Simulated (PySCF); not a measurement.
MgI, optimised at GFN2-xTB:

```xyz
2

Mg     0.0027    -0.9951     0.9124
I     -0.0027     0.9951    -0.9124
```

Computed with PySCF (xtb for GFN2) and rigid-rotor harmonic-oscillator thermochemistry at 1 bar. Open shells (unrestricted): MgI (multiplicity 2). GFN2 has no spin-polarisation term. I: scalar-relativistic def2 core potential, no spin-orbit coupling.

**Question.** List the harmonic frequencies (cm⁻¹, unscaled) at this level and at the other levels, each on its own geometry.

**Answer.** 
- GFN2-xTB: 286
- PBE/def2-SVP: 292
- PBE0/def2-TZVP: 307
